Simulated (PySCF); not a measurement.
# Electron correlation in Re²⁺ (rhenium, charge +2)

[Xe] 4f14 5d5, high-spin 6S determinant. Computed with PySCF 2.14 in x2c-TZVPPall with one added diffuse shell each of s, p, d, f type (12s8p8d4f1g, 113 functions), with the spin-free X2C one-electron Hamiltonian (Gaussian nucleus). Frozen: [Xe] 4f14; 5 electrons correlated.

| level | correlation energy (mhartree) |
| --- | --- |
| CCSD | -52.77 |
| (T) | -0.63 |
| CCSD(T) | -53.40 |

Diagnostics: T1 = 0.0019, D1 = 0.0027, largest double amplitude 0.023.

Cost of the coupled-cluster step: of the order of 17 core-seconds, for 5 correlated electrons.
